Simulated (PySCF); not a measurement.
CH9ClN2Si2, singlet, at a GFN2-xTB geometry, atoms displaced at random by about 0.03 Å a coordinate; PBE0/STO-3G, gradient (PySCF).

The PySCF input:
```python
from pyscf import gto, scf, dft

mol = gto.Mole()
mol.atom = '''
    Si    1.570539    0.281137    0.015487
    Cl    1.642488   -1.359942   -1.138703
    N    -0.111527    0.494577    0.512810
    C    -0.266301    1.561992    1.465511
    Si   -1.465929   -0.370497   -0.184510
    N    -2.858329    0.450028    0.494958
    H     2.096042    1.491328   -0.821245
    H     2.373438    0.060791    1.234601
    H    -0.335939    2.555160    1.008026
    H    -1.293008    1.428760    1.944185
    H     0.531707    1.565509    2.257271
    H    -1.513359   -1.700633    0.394141
    H    -1.313372   -0.263682   -1.649714
    H    -3.777188   -0.065999    0.326532
    H    -3.122578    1.411577    0.282108
'''
mol.basis = 'sto-3g'
mol.charge = 0
mol.spin = 0
mol.verbose = 4
mol.build()

mf = dft.RKS(mol)
mf.xc = 'pbe0'
mf.kernel()
g = mf.nuc_grad_method()
grad = g.kernel()
```

What the program printed (banner, timings and long lists left out):

```
PySCF version 2.14.0

[INPUT] verbose = 4
[INPUT] num. atoms = 15
[INPUT] num. electrons = 74
[INPUT] charge = 0
[INPUT] spin (= nelec alpha-beta = 2S) = 0
[INPUT] symmetry False subgroup None
[INPUT] Mole.unit = angstrom
[INPUT] Symbol           X                Y                Z      unit          X                Y                Z       unit  Magmom
[...]
nuclear repulsion = 462.197291567035
number of shells = 33
number of NR pGTOs = 153
number of NR cGTOs = 51
basis = sto-3g
ecp = {}

******** <class 'pyscf.dft.rks.RKS'> ********
method = RKS
initial guess = minao
damping factor = 0
level_shift factor = 0
DIIS = <class 'pyscf.scf.diis.CDIIS'>
diis_start_cycle = 1
diis_space = 8
diis_damp = 0
SCF conv_tol = 1e-09
SCF conv_tol_grad = None
SCF max_cycles = 50
direct_scf = True
direct_scf_tol = 1e-13
XC library pyscf.dft.libxc version 7.1.2
    S. Lehtola, C. Steigemann, M. J. T. Oliveira, and M. A. L. Marques,  SoftwareX 7, 1–5 (2018)
XC functionals = pbe0
    C. Adamo and V. Barone,  J. Chem. Phys. 110, 6158 (1999)
    M. Ernzerhof and G. E. Scuseria,  J. Chem. Phys. 110, 5029 (1999)
radial grids:
    Treutler-Ahlrichs [JCP 102, 346 (1995); DOI:10.1063/1.469408] (M4) radial grids

becke partition: Becke, JCP 88, 2547 (1988); DOI:10.1063/1.454033
pruning grids: <function nwchem_prune>
grids dens level: 3
symmetrized grids: False
atomic radii adjust function: <function treutler_atomic_radii_adjust>
small_rho_cutoff = 0
Set gradient conv threshold to 3.16228e-05
Initial guess from minao.
tot grids = 187440
init E= -1177.95248474497
[...]
cycle= 1 E= -1177.94678364682  delta_E= 0.0057  |g|= 0.667  |ddm|= 4.57
[...]
cycle= 2 E= -1177.92858607738  delta_E= 0.0182  |g|= 0.755  |ddm|= 2.03
[...]
cycle= 3 E= -1178.0988862283  delta_E= -0.17  |g|= 0.0643  |ddm|= 1.11
[...]
cycle= 4 E= -1178.10021786547  delta_E= -0.00133  |g|= 0.0218  |ddm|= 0.139
[...]
cycle= 5 E= -1178.10036608798  delta_E= -0.000148  |g|= 0.00447  |ddm|= 0.0369
[...]
cycle= 6 E= -1178.10037342635  delta_E= -7.34e-06  |g|= 0.000573  |ddm|= 0.00835
[...]
cycle= 7 E= -1178.10037355329  delta_E= -1.27e-07  |g|= 9.6e-05  |ddm|= 0.00114
[...]
cycle= 8 E= -1178.10037355733  delta_E= -4.04e-09  |g|= 1.82e-05  |ddm|= 0.000213
[...]
cycle= 9 E= -1178.10037355746  delta_E= -1.3e-10  |g|= 4.67e-06  |ddm|= 3.64e-05
[...]
Extra cycle  E= -1178.10037355745  delta_E= 5.46e-12  |g|= 3.77e-06  |ddm|= 1.21e-05
converged SCF energy = -1178.10037355745

******** <class 'pyscf.grad.rks.Gradients'> for <class 'pyscf.dft.rks.RKS'> ********
unit = Eh/Bohr
grid_response = False
--------------- RKS gradients ---------------
         x                y                z
0 Si     0.0054523982    -0.0693625383    -0.0202396791
1 Cl    -0.0035363606     0.0384296277     0.0273515918
2 N    -0.0373200636     0.0210742037     0.0280501535
3 C     0.0401273028    -0.0008507403    -0.0347591677
4 Si    -0.0010049920    -0.0263644508    -0.0071319599
5 N     0.0347597425     0.0361247348    -0.0043045761
6 H     0.0112683751     0.0345134643    -0.0238439173
7 H     0.0021088882    -0.0040145651     0.0126585632
8 H    -0.0091791619    -0.0132432828     0.0037471448
9 H    -0.0259790387    -0.0025285431     0.0018561844
10 H     0.0115174162    -0.0016163695     0.0091229083
11 H     0.0032122028     0.0033889374     0.0114264702
12 H     0.0029529271     0.0095995212    -0.0093078283
13 H    -0.0232592847    -0.0039761410    -0.0073471846
14 H    -0.0111675873    -0.0211496589     0.0126764471
----------------------------------------------
```
